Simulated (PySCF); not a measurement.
Input file for PySCF: R-M06-2X/6-31G* on CH6GeO (SMILES C[O][GeH3]), a point of a torsion scan.

```python
from pyscf import gto, scf, dft, mp
from pyscf.data.elements import chemcore

mol = gto.M(
    atom='''
    C     1.31206716   -0.11237475    0.17333842
    O     0.74793925    0.17370811   -1.08879578
    Ge    0.06352151   -0.97708051   -2.21284919
    H     1.61027257   -1.15871130    0.27276618
    H     2.19086952    0.52204032    0.30082037
    H     0.59264056    0.11675532    0.96357203
    H     1.05078985   -2.08721773   -2.45557163
    H    -0.15669446   -0.09277243   -3.38638881
    H    -1.21298170   -1.56565487   -1.67133121
    ''',
    basis='6-31g*',
    cart=True,
    charge=0, spin=0, verbose=3, max_memory=1800)
mf = dft.RKS(mol, xc='m062x')
mf.conv_tol = 1e-8
mf.max_cycle = 100
mf.kernel()
if not mf.converged:
    mf = mf.newton().run(mf.mo_coeff, mf.mo_occ)
```

Question: Predict the final total energy.

Answer: -2193.5775 hartree.
